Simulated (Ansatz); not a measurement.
Consider the silylene loss: `C=[CH][Al]([F])[SiH3]` → `C=[CH][AlH][F]` + `[SiH2]`.

Calculated with Ansatz (gas phase, PBE0-D4/def2-TZVP geometries, no zero-point term in ΔE). CCSD(T)/CBS is the MP2 limit (def2-TZVPP, def2-QZVPP) plus CCSD(T) − MP2 in def2-TZVPP, frozen cores. This one scheme is used for every species. DFT in def2-TZVPP. Each species was taken in one conformer, which may not be the lowest.

CCSD(T)/CBS gives +243.1 kJ/mol.

Question: Another level gave +237.4 kJ/mol. Which?
A. PBE-D4/def2-TZVPP
B. r2SCAN/def2-TZVPP
C. PBE/def2-TZVPP
D. CCSD(T)/def2-TZVPP

Answer: D. CCSD(T)/def2-TZVPP 237.4, PBE-D4 258.8, r2SCAN 264.7, PBE 251.8 kJ/mol.

Largest T1 diagnostic among the species: 0.014.

From PBE to PBE0 (25 % exact exchange), in def2-TZVPP and without D4, ΔE moves by +5.4 kJ/mol. In def2-TZVPP, CCSD(T) changes the Hartree–Fock value by +21.0 kJ/mol (the triples alone add +5.4 kJ/mol) and MP2 by +33.1 kJ/mol.
